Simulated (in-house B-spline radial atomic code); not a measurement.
A fraction x of an electron is moved 4d → 5f in neutral zirconium, starting from [Kr] 4d2 5s2 and keeping the highest spin. Method: scalar-relativistic (X2C) LDA exchange-only, spin-polarised, spherical fractional occupations, Fermi nucleus of rms radius 4.2694 fm. Calculated with a radial B-spline atomic code at the basis-set limit.

| x | E(x) - E(0) (eV) | 4d up level (eV) | 5f up level (eV) |
| --- | --- | --- | --- |
| 0 | 0.0000 | -3.284 | - |
| 0.25 | 1.0258 | -4.999 | -0.070 |
| 0.375 | 1.6945 | -5.870 | -0.102 |
| 0.5 | ? | ? | ? |
| 0.625 | 3.3473 | -7.621 | -0.166 |
| 0.75 | 4.3318 | -8.496 | -0.198 |
| 0.875 | ? | ? | ? |
| 1 | 6.6146 | -10.221 | -0.262 |

Task: What belongs in the row x = 0.5?

Result: An energy change of 2.4682 eV; 4d up at -6.745 eV, 5f up at -0.134 eV.

Task: What belongs in the row x = 0.875?

Result: An energy change of 5.4212 eV; 4d up at -9.363 eV, 5f up at -0.230 eV.

Task: Check Janak's theorem between x = 0.25 and 0.375.

Result: The slope of the energy is 5.35 eV; the orbital levels give 5.35 eV (ε of the receiving orbital less ε of the emptying one, averaged over the two points).
